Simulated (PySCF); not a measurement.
A calculated (PBE, PySCF 2.14, aug-cc-pVDZ-DK, scalar relativity by spin-free X2C-1e) atom or ion has these occupied shells.

```tsv
shell	electrons	orbital energy (eV)	rms radius, mean of both spins (bohr)
1s α	1	-274.13	0.314
1s β	1	-273.54	0.314
2s β	1	-12.443	1.76
2p α	3	-6.462	1.98
```

(1) Name the element and its charge.

Answers

(1) C (carbon, neutral), in [He] 2s1 2p3, 2s spin antiparallel (an excited configuration).
